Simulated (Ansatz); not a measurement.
Basis-set extrapolation for `[SiH3]OB(S)O[SiH3]` (PBE0-D4/def2-TZVP geometry, frozen core, Ansatz 0.2.0). Multiplicity 1, RHF reference.

```json
{"": "HF", "def2-TZVPP": "-1154.219897", "def2-QZVPP": "-1154.258711"}
{"": "MP2 correlation", "def2-TZVPP": "-0.984588", "def2-QZVPP": "-1.063591"}
{"": "CCSD(T) correlation", "def2-TZVPP": "-1.086229", "def2-QZVPP": "not run"}
```

Energies in hartree. Use E(X) = E(∞) + A·exp(−7.88·√X) for Hartree–Fock and E(X) = E(∞) + B·X^(−2.97) for correlation, with X = 3 and 4, and add CCSD(T) minus MP2 of the smaller set to the MP2 limit.

Problem. What is the CCSD(T) energy at the basis-set limit?

Solution. HF limit: -1154.258711 + (-0.038814) × 0.13774 = -1154.26406. MP2 limit: -1.063591 + (-0.079003) × 0.74074 = -1.12211. Higher-order term: -1.086229 − (-0.984588) = -0.10164. Total: -1155.48781 hartree, 114.0 kcal/mol below CCSD(T)/def2-TZVPP.
